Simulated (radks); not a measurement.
The neodymium ion Nd+ inside a hard spherical wall (all orbitals vanish at R), configuration held at [Xe] 4f4 6s1 and not refilled when levels cross. Method: scalar-relativistic Kohn-Sham, r2SCAN, spin-unpolarised, spherical densities, finite nucleus; meta-GGA in the generalised Kohn-Sham scheme; Fermi nuclear charge, rms radius 4.9123 fm; computed with a radial shooting solver on a logarithmic mesh with Libxc functionals. Eigenvalues in eV, with the zero of energy where the potential of the charges vanishes at infinity; a dash marks a level that is unbound or too diffuse for the functional's potential to be trusted. A positive occupied level is held by the wall or, in an anion where self-interaction has pushed it up, behind a barrier. The pressure on the wall is -dE/dV.

R (bohr) = free: E (hartree) -9624.3058; kinetic (hartree) 10242.846; e(5s) -47.705; e(5p) -28.860; e(6s) -8.061; e(4f) -7.281; e(5d, empty) -7.080; e(6p, empty) -5.025; pressure (GPa) 0
R (bohr) = 15: E (hartree) -9624.3058; kinetic (hartree) 10242.846; e(5s) -47.705; e(5p) -28.860; e(6s) -8.061; e(4f) -7.281; e(5d, empty) -7.080; e(6p, empty) -5.025; pressure (GPa) < 0.0001
R (bohr) = 12: E (hartree) -9624.3058; kinetic (hartree) 10242.847; e(5s) -47.700; e(5p) -28.855; e(6s) -8.057; e(4f) -7.276; e(5d, empty) -7.076; e(6p, empty) -5.010; pressure (GPa) 0.00117
R (bohr) = 8: E (hartree) -9624.2990; kinetic (hartree) 10242.901; e(5s) -47.452; e(5p) -28.614; e(6s) -7.759; e(4f) -7.031; e(5d, empty) -6.857; e(6p, empty) -4.313; pressure (GPa) 0.275
R (bohr) = 6: E (hartree) -9624.2488; kinetic (hartree) 10243.151; e(5s) -46.636; e(5p) -27.838; e(6s) -6.074; e(4f) -6.198; e(5d, empty) -5.982; e(6p, empty) -1.265; pressure (GPa) 3.85
R (bohr) = 4: E (hartree) -9623.7541; kinetic (hartree) 10245.282; e(5s) -43.168; e(5p) -24.503; e(6s) 6.532; e(4f) -2.137; e(5d, empty) -0.737; e(6p, empty) 16.909; pressure (GPa) 108
R (bohr) = 1.5: E (hartree) -9559.8772; kinetic (hartree) 10454.077; e(5s) 130.79; e(5p) 176.08; e(6s) 544.70; e(4f) 124.04; e(5d, empty) 246.23; e(6p, empty) 593.09; pressure (GPa) 189000
